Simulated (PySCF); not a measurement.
Cartesian coordinates in Å; atom numbers follow the order of the lines, from 1:
```xyz
20

C    -2.2075    0.8754    0.7148
C    -1.5300   -0.3236    0.1283
C    -0.2239   -0.5599    0.0734
C     0.8826    0.3253    0.5594
N     1.9450    0.3792   -0.4164
Si    3.6193    0.3872   -0.0365
C    -2.4866   -1.3571   -0.4080
F    -3.3305   -1.7927    0.5662
F    -3.2890   -0.8339   -1.3743
H    -2.5789    0.6380    1.7118
H    -3.0614    1.1520    0.0985
H    -1.5320    1.7214    0.7882
H     0.1333   -1.4768   -0.3781
H     0.5084    1.3270    0.8057
H     1.2943   -0.1066    1.4768
H     1.6352    0.7915   -1.2826
H     4.0692    1.5668    0.7204
H     3.8547   -0.8038    0.7826
H     4.2798    0.3409   -1.3372
H    -1.9874   -2.2398   -0.8348
```

Computed data (PySCF 2.14): GFN2-xTB structure, PBE0/pcSseg-1 with gauge-including orbitals. One computed conformer, relativity neglected, in vacuum, rapidly exchanging positions averaged.

Referencing at the same level of theory: ¹³C vs TMS.

**Question.** Do the ¹³C shifts follow the atomic charges (in e)? Tabulate both.

**Answer.** 
```json
{"atoms": "C3", "hybridisation": "sp2", "δ (ppm)": "143.8", "σ para (ppm)": "-213", "Hirshfeld": "-0.04", "IAO": "-0.15", "Mulliken": "-0.11", "ESP-fitted": "-0.48"}
{"atoms": "C2", "hybridisation": "sp2", "δ (ppm)": "139.3", "σ para (ppm)": "-215", "Hirshfeld": "-0.02", "IAO": "-0.03", "Mulliken": "-0.41", "ESP-fitted": "+0.15"}
{"atoms": "C7", "hybridisation": "sp3", "δ (ppm)": "125.1", "σ para (ppm)": "-183", "Hirshfeld": "+0.14", "IAO": "+0.44", "Mulliken": "+0.58", "ESP-fitted": "+0.23"}
{"atoms": "C4", "hybridisation": "sp3", "δ (ppm)": "45.3", "σ para (ppm)": "-105", "Hirshfeld": "-0.02", "IAO": "-0.14", "Mulliken": "+0.06", "ESP-fitted": "+0.58"}
{"atoms": "C1", "hybridisation": "sp3", "δ (ppm)": "11.2", "σ para (ppm)": "-71", "Hirshfeld": "-0.12", "IAO": "-0.43", "Mulliken": "-0.14", "ESP-fitted": "-0.61"}
```

Correlation coefficients of δ with charge over these carbons: Hirshfeld +0.53, IAO +0.61, Mulliken +0.03, ESP-fitted +0.10; with the paramagnetic shielding -1.00. With so few points, grouped by hybridisation, these coefficients are fragile. Charge is one influence among several: hybridisation and low-lying excitations act through the paramagnetic term.

Shifts are as computed. Against solution values, carbons near 30 ppm lie about +3 ppm off and those near 130 ppm about +5 ppm. Of 1211 compounds with measured shifts, 218 miss one by over three times the rms of a fit or turn the order of signals round; such compounds aren't used in these exercises.
